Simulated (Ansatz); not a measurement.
# Worked example: the interaction energy

The pair of F⁻ (SMILES [F-], atom 1) and BH3O3 (SMILES OB(O)O, atoms 2–8), both closed shells, in one local arrangement (a lower one may exist), relaxed at PBE0-D4/def2-TZVPD:

| atom | x (Å) | y (Å) | z (Å) |
| --- | --- | --- | --- |
| F1 | 0.5122 | -0.3835 | -1.3427 |
| O2 | -0.3310 | -1.2252 | 0.7102 |
| B3 | 0.0067 | -0.0052 | -0.0183 |
| O4 | -1.1782 | 0.8292 | -0.1996 |
| O5 | 1.0544 | 0.7359 | 0.6792 |
| H6 | -0.9733 | -1.7023 | 0.1827 |
| H7 | -0.9161 | 1.5832 | -0.7299 |
| H8 | 1.8254 | 0.1681 | 0.7186 |

Both fragments are computed in the basis of the whole pair.

Computed with Ansatz 0.2.0 (basis: def2-TZVPPD and def2-QZVPPD); correlated methods freeze the cores.

Energies in eV:

| quantity | pair | first fragment | second fragment |
| --- | --- | --- | --- |
| Hartree–Fock, triple zeta (X = 3) | -9546.67565 | -2706.33327 | -6836.26742 |
| Hartree–Fock, quadruple zeta (X = 4) | -9547.06113 | -2706.42227 | -6836.54801 |
| MP2 correlation, X = 3 | -30.22785 | -7.89839 | -22.78997 |
| MP2 correlation, X = 4 | -32.59932 | -8.53860 | -24.45907 |
| CCSD(T) correlation, X = 3 | -31.44920 | -8.00526 | -23.82494 |

(1) Work out the interaction energy at the basis limit: extrapolate Hartree–Fock as E(X) = E∞ + A exp(−7.88 √X) and the MP2 correlation as E(X) = E∞ + B X^−2.97 (the exponents that Neese and Valeev fitted for def2-TZVPP and QZVPP, reused here for the diffuse sets), then add CCSD(T) − MP2 in triple zeta.

T1 diagnostic: at most 0.024.

## Answers

(1) Each step is linear, so take the differences first (pair − first fragment − second fragment): Hartree–Fock -4.07496 (X = 3) and -4.09085 (X = 4); MP2 correlation 0.46051 and 0.39835; CCSD(T) correlation 0.38100.
Two points give E∞ = E(4) + w [E(4) − E(3)], with w = 1/(exp(7.88 (2 − √3)) − 1) = 0.1377 for Hartree–Fock and w = 1/((4/3)^2.97 − 1) = 0.7407 for the correlation.
Hartree–Fock: -4.09085 + 0.1377 × (-0.01589) = -4.0930 eV.
MP2 correlation: 0.39835 + 0.7407 × (-0.06216) = 0.3523 eV.
CCSD(T) − MP2: 0.38100 − 0.46051 = -0.0795 eV.
Sum: -4.0930 + 0.3523 + (-0.0795) = -3.8202 eV, or -88.10 kcal/mol. Plain CCSD(T) in triple zeta gives -3.6940 eV, so the larger basis shifts the result by -0.1262 eV.

For scale, one of the runs: CCSD(T)/def2-TZVPPD, 248 basis functions, launched by `ansatz run in.yaml --threads 4 --pin off --events-out ev --progress --plain --max-ram 9574MiB`. Hardware: 4 CPU threads of an AMD EPYC 9R45, shared host. Wall time 48 s; peak host memory 5.8 GiB.
